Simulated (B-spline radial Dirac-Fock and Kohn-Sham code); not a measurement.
# Lu 4s: cross section and angular parameters

System: the free lutetium atom, configuration [Xe] 4f14 5d1 6s2; threshold 506.8 eV (tabulated edge). Calculated with a radial finite-basis atomic code, using Dirac-Hartree-Slater photoionisation with a Latter tail; cross sections with all multipoles, angular parameters from the dipole term and its interference with E2.

For linearly polarised light dσ/dΩ = σ/(4π) [1 + β P₂(cos θ) + (δ + γ cos²θ) sin θ cos φ], with θ from the polarisation vector and φ the angle between the beam and the projection of the electron momentum on the plane normal to the polarisation.

```
hν (eV)  σ (kb)      β       γ
    718    58.7  1.860   0.593
    722    58.4  1.861   0.593
   1110    35.7  1.908   0.559
   1180    33.0  1.913   0.544
   1220    31.5  1.915   0.535
 1253.6    30.4  1.917   0.528
   1400    26.1  1.923   0.493
   1740    18.9  1.932   0.409
   1840    17.4  1.935   0.385
   2070    14.5  1.939   0.331
   2230       ?      ?       ?
   4000    4.74  1.953   0.007
 5414.7    2.74  1.958  -0.106
   5750    2.45  1.958  -0.122
 8047.8    1.29  1.961  -0.148
   8270    1.23  1.961  -0.145
   9320   0.970  1.962  -0.122
  12000   0.586  1.963  -0.011
```

Question: Give the values at 2230 eV.

Answer: σ = 12.9 kb, β = 1.941, γ = 0.296. For an s subshell δ is negligible.
